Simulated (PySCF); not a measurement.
# Electron correlation in Pd⁺ (palladium, charge +1)

[Kr] 4d8 5s1, high-spin 4F determinant (an excited configuration). Computed with PySCF 2.14 in ANO-RCC-VTZP (7s6p4d2f1g, 68 functions), with scalar relativity by spin-free X2C-1e. Frozen: [Kr]; 9 electrons correlated.

| level | correlation energy (mhartree) |
| --- | --- |
| CCSD | -242.54 |
| (T) | -7.22 |
| CCSD(T) | -249.76 |

Diagnostics: T1 = 0.0079, D1 = 0.0286, largest double amplitude 0.019.

Cost of the coupled-cluster step: roughly 8 core-seconds, for 9 correlated electrons.
